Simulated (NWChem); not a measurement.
System meant: GeHClF2; SMILES [F][GeH]([F])[Cl]

The following NWChem deck was run.

```
start job
memory heap 200 mb stack 900 mb global 1100 mb
geometry units angstroms noautoz
  Ge     0.273923     0.371297     0.000000
  F     -0.506625     1.063952    -1.365682
  F     -0.506625     1.063952     1.365682
  Cl    -0.127279    -1.710954     0.000000
  H      1.755115     0.718128     0.000000
end
basis spherical
  * library def2-svp
end
dft
  odft
  mult 2
  xc xpbe96 cpbe96
  iterations 150
  mulliken
end
task dft energy
```

End of the output:

```
                                 NWChem DFT Module
                                 -----------------

 Summary of "ao basis" -> "ao basis" (spherical)
 ------------------------------------------------------------------------------
       Tag                 Description            Shells   Functions and Types
 ---------------- ------------------------------  ------  ---------------------
 Ge                         def2-svp                12       32   5s4p3d
 F                          def2-svp                 6       14   3s2p1d
 Cl                         def2-svp                 8       18   4s3p1d
 H                          def2-svp                 3        5   2s1p

 Summary of "ao basis" -> "ao basis" (spherical)
 ------------------------------------------------------------------------------
       Tag                 Description            Shells   Functions and Types
 ---------------- ------------------------------  ------  ---------------------
 Ge                         def2-svp                12       32   5s4p3d
 F                          def2-svp                 6       14   3s2p1d
 Cl                         def2-svp                 8       18   4s3p1d
 H                          def2-svp                 3        5   2s1p

      Symmetry analysis of basis
      --------------------------

        a'         53
        a"         30

  number of electrons :                   68
  multiplicity        :                    2
 ------------------------------------------------------------------------
  no. of electrons and multiplicity not compatible                  68
 ------------------------------------------------------------------------
 ------------------------------------------------------------------------
  current input line :
    20: task dft energy
 ------------------------------------------------------------------------
 ------------------------------------------------------------------------
 There is an error in the input file
 ------------------------------------------------------------------------
 For more information see the NWChem manual at https://nwchemgit.github.io

0: no. of electrons and multiplicity not compatible:Received an Error in Communication
```

Task: What is wrong, and how is it mended?

Result: The program refused the input. Cause: the multiplicity doesn't fit the number of electrons (an even count wants an odd multiplicity, and the reverse). This input runs:
```
start job
memory heap 200 mb stack 900 mb global 1100 mb
geometry units angstroms noautoz
  Ge     0.273923     0.371297     0.000000
  F     -0.506625     1.063952    -1.365682
  F     -0.506625     1.063952     1.365682
  Cl    -0.127279    -1.710954     0.000000
  H      1.755115     0.718128     0.000000
end
basis spherical
  * library def2-svp
end
dft
  xc xpbe96 cpbe96
  iterations 150
  mulliken
end
task dft energy
```
It converges to -2736.34381 Ha (PBE/def2-SVP).
